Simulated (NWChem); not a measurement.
System: PbNH₂F, singlet; SMILES [NH2][Pb][F]

NWChem input:

```
start job
memory heap 200 mb stack 900 mb global 1100 mb
geometry units angstroms noautoz
  Pb     0.281077     0.029465     0.000000
  F     -0.956784    -1.625761     0.000000
  N     -1.396265     1.331116     0.000000
  H     -2.342249     0.957415     0.000000
  H     -1.396956     2.346614     0.000000
end
basis spherical
  * library def2-svpd
end
ecp
  Pb library def2-ecp
end
dft
  xc xpbe96 cpbe96
  iterations 150
end
tddft
  cis
  nroots 6
  notriplet
end
task tddft energy
```

Low-valent species are run as closed-shell singlets; no triplet was tried in these runs. Coordinates come from a PBE0/def2-SVP optimisation. Not confirmed as a minimum by frequencies. def2 effective core potentials on Pb; no spin-orbit coupling.

Vertical excitations in the gas phase.

Question: Give the results of this calculation. (PBE/def2-SVPD with def2 effective core potentials on Pb, TDA.) Quantities: lowest excitation, singlet (eV); oscillator strength of that lowest state; lowest state with f > 0.02, singlet (eV); oscillator strength of that bright state; orbital gap (eV).

Answer: 
```yaml
lowest excitation, singlet (eV): 4.41
oscillator_strength_of_that_lowest_state: 0.084
lowest state with f > 0.02, singlet (eV): 4.41
oscillator_strength_of_that_bright_state: 0.084
orbital gap (eV): 3.26
```
